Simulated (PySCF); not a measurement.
In(Cl)(Br)(Me) (CH₃BrClIn), SMILES [CH3][In]([Cl])[Br]. Heavy atoms are numbered as in [In:1]([Cl:2])([Br:3])[CH3:4]. Hydrogens are named by the atom that carries them.

The structure is a stationary point at PBE-D3(BJ)/def2-SVP. The structure was generated by enumeration; whether it is a known compound was not checked. The def2 effective core potentials stand for the cores of In; spin–orbit coupling is left out.

Level of theory: PBE/def2-TZVP (PySCF).

ESP charges are fitted to the potential on shells at 1.4 to 2.0 van der Waals radii. Atomic charges (e), one atom of each kind:

```json
[
 {"atom": "In1", "Mulliken": "0.78", "Löwdin": "-0.07", "ESP fit": "0.64"},
 {"atom": "Cl2", "Mulliken": "-0.36", "Löwdin": "0.06", "ESP fit": "-0.31"},
 {"atom": "Br3", "Mulliken": "-0.34", "Löwdin": "0.09", "ESP fit": "-0.26"},
 {"atom": "C4 (CH3)", "Mulliken": "-0.57", "Löwdin": "-0.50", "ESP fit": "-0.58"},
 {"atom": "H on C4", "Mulliken": "0.16", "Löwdin": "0.14", "ESP fit": "0.15"}
]
```
